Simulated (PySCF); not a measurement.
Compound: C₄HF₃O (charge -1 and doublet state).
Cartesian coordinates in Å at the GFN2-xTB level; atoms count from 1:
```xyz
9
C4HF3O angstrom
O      3.235    0.213    0.321
C      2.099   -0.111   -0.044
C      0.822    0.257    0.281
C     -0.306   -0.318   -0.335
F     -0.102   -1.275   -1.294
C     -1.604   -0.037   -0.099
F     -2.041    0.873    0.817
F     -2.681   -0.612   -0.709
H      0.591    1.017    1.037
```

The hyperfine couplings belong to this conformer and change with its torsions.

The species is `[O-]/[C]=C/C(F)=C(F)F` [radical] (charge -1).

Theory: UKS B3LYP, pcH-1 on C F H O, non-relativistic, mean-field spin-orbit, GIAO (PySCF 2.14.0). Whether the extra electron is bound in the gas phase wasn't checked; a finite basis holds it in any case. A GFN2-xTB geometry isn't a minimum of the functional, and hyperfine couplings can be far from their values at a DFT geometry, by a factor of two or more for some ions and for spin on atoms past the first row. No stability test was run, so a lower SCF solution isn't excluded.

Problem. What is the g tensor, term by term?

Solution. 
```tsv
Δg (ppm)	1	2	3
relativistic mass correction	-224	-224	-224
gauge correction	34	6	-3
orbital Zeeman/spin–orbit	-2677	-131	2875
total	-2867	-349	2648
```

So g = 1.99945, 2.00197, 2.00497 and g_iso = 2.00213; the tensor is rhombic: the two nearest values differ by 46 % of g3 − g1. Axes: g1 points within 13° of the O1–C2 bond and g3 is normal to the molecular plane.

Problem. Average each term over the three axes. Which is largest in size?

Solution. The mass correction -224, the orbital-Zeeman/spin–orbit term 22 and the gauge correction 12 ppm, for a total of -189 ppm. The mass correction is the largest in size. The mass correction is the same along every axis, so the anisotropy comes from the other two: their spans along these axes are 37 (gauge) and 5552 ppm (orbital Zeeman/spin–orbit).

Problem. What effective moment and Curie constant follow for a powder?

Solution. With the mean of g² = 4.0085 and S(S+1) = 0.75: μ_eff = √(⟨g²⟩S(S+1)) = 1.734 μB and χT = 0.12505·⟨g²⟩·S(S+1) = 0.376 cm³ K/mol (cgs; spin-Hamiltonian part alone).

Problem. What are the electron Larmor frequencies g μB B/h along the three axes at 330 mT?

Solution. 9.2350, 9.2466, 9.2605 GHz for g1, g2 and g3, a range of 25.5 MHz.

Problem. In a frozen sample, at which fields do the three g values resonate at 9.5, 34, 94 and 263 GHz (hyperfine left aside), and which band first spreads them over more than twice a line width of 1.0 mT?

Solution. 
```csv
band,GHz,B(g3) mT,B(g2) mT,B(g1) mT,spread mT
X,9.5,338.54,339.04,339.47,0.93
Q,34.0,1211.60,1213.42,1214.94,3.34
W,94.0,3349.72,3354.74,3358.96,9.24
J,263.0,9372.10,9386.13,9397.95,25.85
```

The spread grows in proportion to the frequency. Q band is the first where it exceeds 2.0 mT.

Largest spin populations (Mulliken): C2 (+0.67), O1 (+0.29) and H9 (+0.08).

The HOMO–LUMO gaps are 4.44 eV among the α and 4.42 eV among the β orbitals.

Time: 18 s (with the writing of density and orbital grids); peak memory 0.71 GiB. Hardware: one thread of an AMD EPYC 9B45, shared host with 96 logical CPUs at a one-minute load of 10.
